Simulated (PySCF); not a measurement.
# Broadened absorption spectrum of Ti(NEt2)2Cl2

Species: Ti(NEt2)2Cl2, C8H20Cl2N2Ti (singlet state).
SMILES: `CC[N](CC)[Ti]([Cl])([Cl])[N](CC)CC`

Computed with PySCF 2.14.0, density-fitted response routines, TDDFT wB97X-D/def2-SVPD, vertical, gas phase, core orbitals frozen in the response. Isolated species at its PBE0-D3(BJ)/def2-SVP geometry, gas phase.

Computed states:

```csv
state,E (eV),f
S1,3.05,0.0005
S2,3.37,0.0024
S3,3.99,0.028
S4,4.19,0.0006
S5,4.43,0.0054
S6,4.45,0.017
S7,4.86,0.150
S8,4.91,0.0014
S9,5.17,0.052
S10,5.22,0.015
S11,5.26,0.013
S12,5.36,0.0014
S13,5.40,0.012
S14,5.60,0.0052
S15,5.74,0.0083
```

Broadening: Gaussians 0.4 eV wide at half height, area fixed by f = 4.319×10⁻⁹ ∫ε dν̃. The width is an assumption, not a result. The curve ends short of the highest state used, and states not computed would add to its high-energy end.

Question: What does the envelope look like, and where are its maxima?

Answer: 
λ (nm), ε (L mol⁻¹ cm⁻¹) and a bar:
```
    241.0       8017 ######################
    248.6      10552 #############################
    256.2      10906 ##############################
    263.8       7019 ###################
    271.4       3430 #########
    279.0       2066 ######
    286.5       1583 ####
    294.1       1489 ####
    301.7       1781 #####
    309.3       1989 #####
    316.9       1727 #####
    324.5       1146 ###
    332.1        605 ##
    339.7        286 #
    347.3        164 
    354.9        148 
    362.5        162 
    370.1        166 
    377.7        152 
    385.2        127 
    392.8         99 
    400.4         75 
    408.0         57 
    415.6         43 
    423.2         32 
    430.8         23 
    438.4         15 
    446.0         10 
    453.6          6 
    461.2          4 
    468.8          2 
    476.4          1 
    483.9          1 
    491.5          0 
    499.1          0 
    506.7          0
```

Maxima: 368 nm (3.37 eV), ε about 170, made up of S2 (95%); 309 nm (4.01 eV), ε about 2000, made up of S3 (96%); 253 nm (4.90 eV), ε about 11000, made up of S7 (88%) (ε in L mol⁻¹ cm⁻¹; maxima over ε = 5, shares over 10%).

Question: On this curve, what absorbance would a 10⁻⁴ mol/L sample give at 405 nm over a 1 cm path?

Answer: 405 nm is 3.061 eV, where ε is about 63 L mol⁻¹ cm⁻¹, so A = ε c l ≈ 0.0063 (Beer–Lambert, with the gas-phase spectrum and the assumed width).

Question: What would ε be at 4.90 eV, the highest of these maxima, with half the width (0.2 eV)?

Answer: About 18700 L mol⁻¹ cm⁻¹ against 11300, a factor of about 1.6; a lone state at its own centre would give exactly 2.

Question: Coming from long wavelengths, where does ε first pass 100 L mol⁻¹ cm⁻¹?

Answer: At about 392 nm (3.16 eV), 0.11 eV above S1.
